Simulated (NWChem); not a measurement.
Molecule: BaO; SMILES [O]=[Ba]

Program: NWChem. All runs use the structure optimised with PBE0/def2-SVP. def2 effective core potentials on Ba; no spin-orbit coupling.

Diagonal of the polarisability tensor at B3LYP/def2-SVPD, static: 29.62, 29.62, 88.89 bohr³.

Find the mean polarisability volume, the molar refraction, and the refractive index that an ideal gas of it would have at 273.15 K and 1 atm.


1. Mean: one third of the trace = 49.38 bohr³ × 0.14818 Å³/bohr³ = 7.32 Å³.
2. Molar refraction (Lorentz-Lorenz): (4π/3) N_A α = 18.5 cm³/mol.
3. Number density p/kT = 2.687 × 10⁻⁵ Å⁻³; n − 1 = 2π N α = 12.35 × 10⁻⁴.
4. These hold the electronic response alone: vibrational and orientational terms add to the static dielectric constant.
